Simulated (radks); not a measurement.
Isoelectronic series with 14 electrons, all held in the configuration [Ne] 3s2 3p2, which need not be the ground one along the series. Calculated with a radial shooting solver on a logarithmic mesh with Libxc functionals: non-relativistic Kohn-Sham, BLYP, spin-polarised, spherical densities, point nucleus; open shells are filled with parallel spins first. Total energies (hartree) and orbital eigenvalues (hartree):

ion,E (hartree),3p up,3s down,3s up
Si,-289.38806,-0.15951,-0.35572,-0.40736
S2+,-396.90085,-1.05654,-1.38242,-1.47232
Ar4+,-522.30581,-2.45108,-2.90783,-3.03254
Ca6+,-665.54690,-4.31269,-4.90051,-5.05843
Ti8+,-826.60071,-6.63110,-7.35013,-7.54026
Cr10+,-1005.45516,-9.40157,-10.25194,-10.47359
Fe12+,-1202.10326,-12.62154,-13.60336,-13.85602
Ni14+,-1416.54068,-16.28950,-17.40288,-17.68615
Zn16+,-1648.76452,-20.40448,-21.64953,-21.96309
Ge18+,-1898.77280,-24.96586,-26.34266,-26.68625
Se20+,-2166.56411,-29.97319,-31.48183,-31.85523
Kr22+,-2452.13741,-35.42615,-37.06669,-37.46972
